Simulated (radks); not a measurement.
Species: Ne5+. Configuration: [He] 2s2 2p1 (the NIST ground configuration).

Calculated with a radial shooting solver on a logarithmic mesh with Libxc functionals: Dirac Kohn-Sham, relativistic LDA (MacDonald-Vosko exchange, VWN5 correlation), spin-unpolarised, spherical densities, finite nucleus; open shells fill j = l - 1/2 first; Fermi nuclear charge, rms radius 3.0055 fm.

Energy parts (hartree):
total: -115.36992
kinetic: 115.30906
electron-nucleus: -251.11129
Hartree: 28.26669
exchange-correlation: -7.83438

Orbitals (lengths in bohr, moments of r in powers of bohr; <r^-3> diverges for s and p1/2; r(90%) holds 90 % of the orbital's charge):
| orbital | occ. | eigenvalue (hartree) | <r> | <r^-3> | r(90%) | <r^2> |
|---|---|---|---|---|---|---|
| 1s1/2 | 2 | -36.33042 | 0.1581 | - | 0.283 | 0.03368 |
| 2s1/2 | 2 | -5.88307 | 0.7370 | - | 1.14 | 0.6387 |
| 2p1/2 | 1 | -5.16719 | 0.6659 | - | 1.09 | 0.5418 |
| 2p3/2 | 0 | -5.15985 | 0.6670 | 20.76 | 1.09 | 0.5434 |

The highest occupied level is 2p1/2 at -140.61 eV. For comparison, the ionisation energy in NIST's Atomic Spectra Database is 157.93 eV (measured). In exact Kohn-Sham theory the highest level is minus the ionisation energy, but local and semilocal functionals leave it too shallow, through self-interaction and a potential that decays too fast; potentials with the right tail come closer.

Beside tabulated values, note that spin-unpolarised runs miss the spin-polarisation part of the exchange energy of open shells.
